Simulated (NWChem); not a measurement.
Molecule: C₅H₈; SMILES C=C=C(C)C

Results from NWChem. The geometry was optimised at PBE0/def2-SVP. No frequency run checked for a minimum. Level: PBE/def2-SVP with COSMO at NWChem's default radii, gas-phase geometry; the question gives the dielectric constant.

**Question.** Predict the results for dielectric constant 3.9. Quantities: electrostatic solvation energy (kcal/mol); dipole in solution (D).

**Answer.** The electrostatic solvation energy (kcal/mol) is -1.3 and the dipole in solution (D) is 0.87.
